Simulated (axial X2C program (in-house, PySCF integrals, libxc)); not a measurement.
## In: configurations by level of theory

Calculated with an axial X2C code built on PySCF integrals, basis dyall-cv3z (cores contracted in-house), spin-free (one-electron X2C) and two-component (2c, atomic mean-field Coulomb and Gaunt terms). Energies in eV from the lowest row of each column (rows without correlated energies are left out; n/a marks j-coupled starts, which PBE0 does not hold); electrons by l are Mulliken totals of the Hartree–Fock solution, and PBE0 can relax to another configuration under the same block occupation. Coupled cluster uses truncated natural virtuals with an MP2 remainder. Frozen shells in the correlated columns: 4 s, 3 p, 1 d.

Spin-free determinants:

| electrons by l | M_S, M_L | HF | MP2 | CCSD(T) | PBE0 |
| --- | --- | --- | --- | --- | --- |
| s10 p19 d20 | 1/2, 0 | 0.00 | 0.02 | 0.00 | 0.00 |
| s10 p19 d20 | 1/2, 1 | 0.06 | 0.00 | 0.00 | 0.05 |

Two-component determinants:

```tsv
electrons by l	2M_J	HF	MP2	CCSD(T)	PBE0
s10 p19 d20	1	0.00	0.00	0.00	0.00
s10 p19 d20	3	0.33	0.23	0.26	0.24
```

Ground level as tabulated from the NIST Atomic Spectra Database (leading term): 2S+1 = 2, L = 1, J = 1/2.

Spin-free rows of one term, and 2c rows of one J level, should be degenerate; broken spherical symmetry, the missing current term of PBE0 and determinants that mix terms or J levels spread them. The search is wide but not exhaustive and can miss a configuration; gaps between s and d configurations can be off by some tenths of an eV with this basis and core.

The run took 87 s on 1 thread of Intel(R) Xeon(R) Processor @ 2.30GHz, with other jobs on the host.
